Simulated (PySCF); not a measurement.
Dy⁵⁴⁺: ionisation energy

Dy⁵⁴⁺ [Ne] 3s2 → Dy⁵⁵⁺ [Ne] 3s1 [3s1/2^1, M_J = 1/2], as a difference of total energies. Calculation: PySCF 2.14, in an uncontracted even-tempered set (18 s from 15 bohr⁻², ratio 2.4; 14 p from 20 bohr⁻², ratio 2.4; 4 d from 65 bohr⁻², ratio 2.6; 4 f from 97 bohr⁻², ratio 2.6); the two-component X2C-1e Hamiltonian. Correlated levels: 1s2 frozen; the 54 highest virtual spinors dropped. "Screened" scales the spin-orbit matrix elements by Boettger's factors to mimic the two-electron term; Breit and QED terms are absent.

```csv
method,ionisation energy (eV)
GHF (spin-free),5300.1
GHF (screened spin-orbit),5299.7
GMP2 (screened spin-orbit),5303.5
```

Q: How much does correlation contribute at GMP2 (screened spin-orbit)?

A: 5303.5 − (5299.7) = 3.8 eV, measured against GHF (screened spin-orbit).

Breit and QED terms and the two-electron picture change are absent.

For comparison: 5296 ± 5 eV (theoretical estimate listed by NIST; NIST Atomic Spectra Database, ionization energies).
